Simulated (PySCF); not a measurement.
A structure optimised at PBE-D3(BJ)/def2-SVP, used in a PySCF frequency run:

```xyz
9

Al     0.3222    -0.1860    -0.1045
O      1.7715    -0.9153    -0.6863
H      2.4615    -1.3026    -0.1254
P     -0.1119     0.0531     2.1974
H      0.2491    -1.3206     2.4554
H     -1.5043    -0.2687     2.0018
P     -0.9875     0.7924    -1.7797
H     -2.2082     0.3428    -1.1557
H     -0.8677    -0.3929    -2.5928
```

Task: Write its SMILES and formula.

Result: [OH][Al]([PH2])[PH2], AlH5OP2

Task: What are its rotational constants (standard atomic weights)?

Result: 4.0861, 1.7481, 1.2470 GHz
